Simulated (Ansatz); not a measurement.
Ansatz (an electronic-structure program) input:
A basis named .json is the Basis Set Exchange file of that set.

Ansatz 0.2 input:
```yaml
crystal:
  periodic: [false, false, false]
  atoms:
    - {symbol: Na, position_ang: [-0.00000000, -0.00000000, -2.00393820]}
    - {symbol: Na, position_ang: [0.00000000, 0.00000000, 2.00393820]}
basis:
  gaussian:
    orbitals: def2-QZVPP.json
hamiltonian:
  xc: {name: PBE0}
total_charge: 1
magnetization: {spin_polarized: true, initial_magnetization: 1}
```

Question: What final total energy does it print?

Answer: -324.20838 Eh (PBE0/def2-QZVPP). The basis has 116 functions.
